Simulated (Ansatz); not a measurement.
Ideal-gas functions of C₂H₅AlO, SMILES `[CH2]1O[CH2][AlH]1` at 298.15 K and 1 bar, from an Ansatz frequency run at PBE0-D4/def2-TZVP.

Molar mass 72.04 g/mol, point group C2v (symmetry number 2), electronic degeneracy 1, moments of inertia 49.668, 77.103, 120.479 u Å². Harmonic wavenumbers (cm⁻¹, unscaled): 77, 335, 467, 522, 526, 664, 691, 732, 903, 1018, 1166, 1174, 1204, 1205, 1449, 1471, 1901, 3016, 3024, 3057, 3059.

Use S(trans) = R[1.5 ln M + 2.5 ln T − 1.1517]; rotational temperatures θ = 24.2544 K / I; S(rot) = R[ln(√π/σ · √(T³/θAθBθC)) + 1.5]; for each mode x = 1.438777 ν̃/T, S = R[x/(eˣ − 1) − ln(1 − e⁻ˣ)] and H = RT x/(eˣ − 1); 1 cm⁻¹ = 0.0119627 kJ/mol; R = 8.31446 J/(mol·K).

By hand: the entropy, in J/(mol·K).

Translation 162.2. Rotation: θ = 0.4883, 0.3146, 0.2013 K, giving 97.0. Vibration, mode by mode: 16.59, 5.17, 3.12, 2.53, 2.49, 1.47, 1.33, 1.13, 0.58, 0.36, 0.20, 0.19, 0.17, 0.17, 0.06, 0.06, 0.01, 0.00, 0.00, 0.00, 0.00, in all 35.6. Electronic 0.0. Sum 294.8 J/(mol·K).

By hand: H − E and G − E in kJ/mol, counted from the electronic energy.

Zero-point energy ½ × 27661 × 0.0119627 = 165.5; thermal vibration 6.1; translation, rotation and pV give 4 RT = 9.9. H − E = 181.5 kJ/mol, and G − E = 181.5 − 298.15 × 294.8/1000 = 93.6 kJ/mol.

Vibration gives 12 % of the entropy, 16.6 J/(mol·K) of it from the mode under 150 cm⁻¹: soft modes count most, and the harmonic formula is weakest for them.
